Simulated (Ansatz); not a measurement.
A run for Ansatz (a quantum-chemistry and plane-wave program): R-wB97M-V/def2-TZVPP on H3NSTe (SMILES N[Te]S), a point of a torsion scan. Elements past Kr take the def2 small-core potentials; no spin–orbit coupling.

Ansatz 0.2 input:
```yaml
crystal:
  periodic: [false, false, false]
  atoms:
    - {symbol: N, position_ang: [-1.40966037, 0.09223970, 0.14494405]}
    - {symbol: Te, position_ang: [0.00941293, -0.98760494, 1.08768521]}
    - {symbol: S, position_ang: [1.94400105, -0.48744884, -0.33745796]}
    - {symbol: H, position_ang: [-1.25206789, 1.09028447, 0.14670593]}
    - {symbol: H, position_ang: [-1.61285496, -0.20804005, -0.79827281]}
    - {symbol: H, position_ang: [1.26312930, 0.29770612, -1.15674095]}
basis:
  gaussian:
    orbitals: def2-TZVPP
hamiltonian:
  xc: {name: wB97M-V}
scf: {lower_state_search: off}
```

Program output:

```
WARN ansatz: RAYON_NUM_THREADS=1 ignored (pool sized by the plan → 1); use --threads N
Functional definition: wB97M-V
these checks for a lower state are left out or cut short: stability, starts, cluster_reference, orbital_swaps, neighbouring_geometries, increment
integrals: 0.11 GiB planned
1034 factors; their error is unknown
integrals: 0.14 GiB planned
217 factors; integrals over basis functions are off by at most 2.6e-5 eV
mean field: 0.89 GiB planned
mean field evaluation 1: about -19662.8176 eV, gradient 4.4e1 eV
mean field evaluation 2: about -19661.5797 eV, gradient 5.0e1 eV
mean field evaluation 4: about -19666.5798 eV, gradient 2.0e0 eV
mean field evaluation 8: about -19666.5893 eV, gradient 3.4e-2 eV
mean field evaluation 16: about -19666.6291 eV, gradient 1.5e-4 eV
mean field -19666.62909288 eV, -722.7352886435 hartree, gradient 4.9e-6 eV, S^2 0.000000; 0 other end points of the search recorded, 0 dependent functions left out
reference -19666.62913313 eV, -722.7352901224 hartree; 25, 25 occupied and 140, 140 virtual orbitals, 1034 factors
Total energy: -19666.62913313 eV, -722.7352901224 hartree
Checks for a lower state left out: stability, starts, cluster_reference, orbital_swaps, neighbouring_geometries, increment
```

The calculation finished and met its thresholds.

Cost: about 12 core-seconds (a rough figure).
